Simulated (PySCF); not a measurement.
Computed structure and properties of [PbF3]−

System: [PbF3]− (singlet); start: displaced along the imaginary mode (C3v). Method: PySCF 2.14.0, RKS PBE, Pb def2-SVP with ECP60, F def2-SVP; non-relativistic Hamiltonian with scalar-relativistic core potentials where named; density fitting; no spin-orbit coupling.

Input of the relaxation:

```python
mol = gto.M(atom='''
Pb    -0.00000    -0.00000    -0.06851
F      2.21999     0.00001     0.25000
F     -1.11001     1.92256     0.25000
F     -1.10999    -1.92258     0.25000''',
    basis={'Pb': 'def2-SVP', 'F': 'def2-SVP'},
    ecp={'Pb': 'def2-SVP'},
    charge=-1, spin=0)
mf = dft.RKS(mol, xc='PBE')
mf.grids.atom_grid = (50, 194)
mf = mf.density_fit()  # fitting sets: Pb def2-universal-JKFIT, F def2-universal-JKFIT
mf.conv_tol = 1e-08; mf.max_cycle = 55
mf.kernel(dm0)  # dm0: converged density of the start geometry
# quasi-Newton relaxation in Cartesian coordinates to a largest gradient under 0.00045 Eh/bohr, steps kept in the point group
```

Run from Python with OMP_NUM_THREADS=2; the lines above give its settings. Where DIIS fails, smearing, a level shift and second-order steps follow.
It took 9.9 s on 2 threads of Arm Neoverse V1 (shared host), from the converged density of the start.

Course of the relaxation:

| step | energy above end (eV) | largest force component within the symmetry (eV/Å) |
| --- | --- | --- |
| 0 | 0.7680 | 0.633 |
| 1 | 0.5321 | 0.761 |
| 2 | 0.2801 | 1.177 |
| 3 | 0.0326 | 0.442 |
| 4 | 0.0009 | 0.028 |
| 5 | 0.0000 | 0.009 |
| 6 | 0.0001 | 0.014 |
| 7 | 0.0000 | 0.000 |

Relaxed geometry (C3v):

```xyz
4

Pb    0.0000    0.0000   -0.6184
F     1.8651    0.0000    0.4333
F    -0.9325    1.6152    0.4333
F    -0.9325   -1.6152    0.4333
```

```tsv
contact	Å
Pb1–F2 (F)	2.141
Pb1–F3 (F)	2.141
Pb1–F4 (F)	2.141
```

On the finer grid (75, 302):

```json
{
  "HOMO": "-0.71 eV",
  "LUMO": "4.50 eV",
  "Dipole about the centre of mass": "4.68 D",
  "Set of Mulliken populations of Pb1 outside the core potential": "s 3.92, p 7.35, d 10.21",
  "D3(BJ) dispersion energy (not in the energies)": "-0.048 eV"
}
```

| atom | Mulliken (e) | Löwdin (e) | spin (e) |
| --- | --- | --- | --- |
| Pb1 | 0.52 | 0.28 | 0.00 |
| F2 | -0.51 | -0.43 | 0.00 |
| F3 | -0.51 | -0.43 | 0.00 |
| F4 | -0.51 | -0.43 | 0.00 |

On the grid (50, 194), as all that follows. Harmonic modes: a minimum; lowest 132 cm⁻¹ (negative: unstable), highest 476 cm⁻¹, zero-point energy 0.114 eV.

Taking off one F (charge -1, singlet; the rest: singlet) in vacuum, both parts rigid, costs 4.77 eV; the small basis without counterpoise inflates it.

Rigid scan of F along the line from its metal:

(distance to F2 (Å), energy (eV)): (1.84, 1.012), (1.94, 0.373), (2.04, 0.078), (2.14, 0.000), (2.24, 0.057), (2.34, 0.194), (2.54, 0.575), (2.84, 1.184), (3.24, 1.861), (3.74, 2.447)

One start shape was tried, so this needn't be the lowest isomer.
